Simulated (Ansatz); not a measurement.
A nudged elastic band was laid between two geometries of FH$_{7}$OW (10 atoms, charge 0, multiplicity 1).

Method: Ansatz 0.2.0, RKS BLYP/def2-SVP.

* movable images: 9
* climbing image: yes
* spring: 5.0 eV/Å²
* optimiser: quadratic models (default)
* start path: through a guess of the saddle point
* force threshold: 0.05 eV/Å
* iteration limit: 60
* end points: relaxed

Initial state:

```xyz
10
Properties=species:S:1:pos:R:3
W 0.050 0.063 0.115
F -0.049 -0.193 1.968
H 1.528 -0.919 0.327
H -1.000 1.456 0.513
H -1.604 -0.340 -0.094
H -0.265 -1.596 -0.187
O 0.449 0.605 -1.599
H 0.822 1.023 -2.395
H 1.748 1.281 0.780
H 1.154 1.812 0.821
```

Final state:

```xyz
10
Properties=species:S:1:pos:R:3
W 0.287 0.228 -0.357
F 0.036 0.118 2.240
H 1.564 -0.609 0.400
H -0.557 1.568 0.290
H -1.366 -0.071 -0.036
H -0.085 -1.383 0.049
O 0.610 0.342 -2.187
H 0.306 0.957 -2.884
H 1.312 1.275 0.573
H 0.725 0.768 2.162
```

(1) What changes between the two ends?

(2) What energy profile does the band end with?

(3) What is the geometry of the highest image?

(4) What are the harmonic wavenumbers there?

## Answers

(1) Bonds broken: W1–F2, W1–H10, H9–H10. Bonds formed: F2–H10.

(2) The run converged. The highest image is number 5 of 0 to 10, 1.02 eV above the first end and 0.49 eV above the last; the last end lies 0.53 eV above the first. A vibrational analysis at the climbing image gives one clearly imaginary mode, 808i cm⁻¹: a first-order saddle point. The orbitals stay closed-shell, which can raise the energy where a bond breaks towards radicals; this wasn't checked here.

```tsv
image	path coordinate (Å)	energy (eV)	W1–F2 (Å)	W1–H10 (Å)	H9–H10 (Å)
0	0.00	0.00	1.87	2.19	0.80
1	0.42	0.03	1.88	2.21	0.79
2	0.85	0.17	1.88	2.27	0.78
3	1.27	0.32	1.90	2.21	0.77
4	1.70	0.66	1.98	2.04	0.80
5	2.12	1.02	2.16	1.98	0.94
6	2.35	0.87	2.27	2.06	1.12
7	2.59	0.67	2.40	2.20	1.31
8	2.82	0.58	2.51	2.36	1.48
9	3.05	0.54	2.59	2.51	1.64
10	3.28	0.53	2.61	2.61	1.77
```

(3) 
```xyz
10
Properties=species:S:1:pos:R:3
W 0.227 0.249 -0.146
F 0.066 0.030 2.001
H 1.556 -0.723 0.385
H -0.754 1.545 0.449
H -1.430 -0.132 -0.016
H -0.122 -1.417 -0.055
O 0.445 0.539 -1.947
H 0.523 0.782 -2.885
H 1.381 1.392 0.891
H 0.940 0.927 1.573
```

(4) 808i, 128, 156, 301, 419, 503, 516, 668, 710, 724, 803, 861, 879, 887, 923, 963, 1122, 1737, 1856, 1920, 1981, 1992, 2200, 3786 cm⁻¹.

Run time: 8.3 min on 2 threads of Arm Neoverse V1, with other jobs on the host, peak memory 0.14 GiB.
